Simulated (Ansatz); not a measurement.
C4H4N, charge -1, singlet, at a GFN2-xTB geometry (a gas-phase anion, which may not be bound at this level). Base run: R2SCAN/def2-SV(P) (Ansatz, a program for electronic structure).

Ansatz was given this input:
Ansatz 0.2 input:
```yaml
crystal:
  periodic: [false, false, false]
  atoms:
    - {symbol: N, position_ang: [0.00135108, 0.00173308, 1.21751097]}
    - {symbol: C, position_ang: [-0.01500549, 1.06923896, 0.39319322]}
    - {symbol: C, position_ang: [0.01588149, -1.06811529, 0.39620139]}
    - {symbol: C, position_ang: [-0.01118107, 0.70029452, -0.93977087]}
    - {symbol: C, position_ang: [0.00909751, -0.70296717, -0.93779588]}
    - {symbol: H, position_ang: [-0.02908580, 2.07570398, 0.80242499]}
    - {symbol: H, position_ang: [0.03087320, -2.07341123, 0.80826457]}
    - {symbol: H, position_ang: [-0.02164288, 1.35671867, -1.80402983]}
    - {symbol: H, position_ang: [0.01764323, -1.36184916, -1.80020364]}
basis:
  gaussian:
    orbitals: def2-SV_P_.json
hamiltonian:
  xc: r2scan
total_charge: -1
```
The basis file holds def2-SV(P) in the JSON format of the Basis Set Exchange.

Each row names what was changed in the base input (with any setting that the change needs).

```
change                                                           ΔE vs base (mEh)
---------------------------------------------------------------  ----------------
base                                                                        0.000
lower_state_search = full                                                   0.000
final_grid = 4, 8, 17                                                           ?
fitting.mean_field = cc-pVTZ-JKFIT                                              ?
nuclear_model = gaussian                                                    0.019
accuracy = high                                                             0.003
lower_state_search = light                                                  0.000
final_grid = 10, 20, 41                                                    -0.018
lower_state_search = off                                                    0.000
point_charge = charge:1.0 position_ang:-4.0373, 0.1313, -3.6519           -96.220
final_grid = 14, 28, 59                                                     0.003
```

### Question
Some entries are withheld; supply them.

### Answer

- final_grid = 4, 8, 17, ΔE vs base (mEh): -4.105
- fitting.mean_field = cc-pVTZ-JKFIT, ΔE vs base (mEh): -0.096

A gas-phase anion may not be bound at this level; its values then depend on the basis.
